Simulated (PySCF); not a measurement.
Bonds (- single, = double, # triple, : aromatic): C1=C2, C2-B3, B3-C4, C4=C5, B3-C6, C6=C7. C1 carries H8, H9; C2 carries H10; C4 carries H11; C5 carries H12, H13; C6 carries H14; C7 carries H15, H16. H8, H13, H15 are cis to B3; H9, H12, H16 are trans to B3.

[PySCF 2.14.0 with density-fitted response routines: NMR shieldings at B97-2/pcSseg-2/GIAO; PBE0-D3(BJ)/def2-TZVP geometry; fast rotation and ring inversion assumed for equivalent nuclei; one computed conformer; no relativistic terms; isolated molecule]

References, each an isolated molecule treated in the same way: TMS for ¹³C (σ = 185.38 ppm) and ¹H (σ = 31.64 ppm); ¹¹B (σ = 99.77 ppm) vs BF3·OEt2.

| atoms | nucleus | count | δ (ppm) |
| --- | --- | --- | --- |
| C2/C4/C6 | ¹³C | 3 | 147.7 |
| H10/H11/H14 | ¹H | 3 | 7.47 |
| B3 | ¹¹B | 1 | ? |
| H8/H13/H15 | ¹H | 3 | 7.03 |
| H9/H12/H16 | ¹H | 3 | 6.75 |
| C1/C5/C7 | ¹³C | 3 | ? |

Complete the table.

Results:


- C1/C5/C7: 148.9 ppm, terminal =CH2 carbon; an sp2 carbon of a C=C bond
- B3: 47.6 ppm, boron bonded to 3 C

A carbon bonded to boron is broadened by the quadrupolar boron nucleus and is often missing from a measured spectrum. Shifts are as computed. Against solution values, carbons near 30 ppm lie about +3 ppm off and those near 130 ppm about +7 ppm. Of 1211 compounds with measured shifts, 218 miss one by over three times the rms of a fit or turn the order of signals round; such compounds aren't used in these exercises.
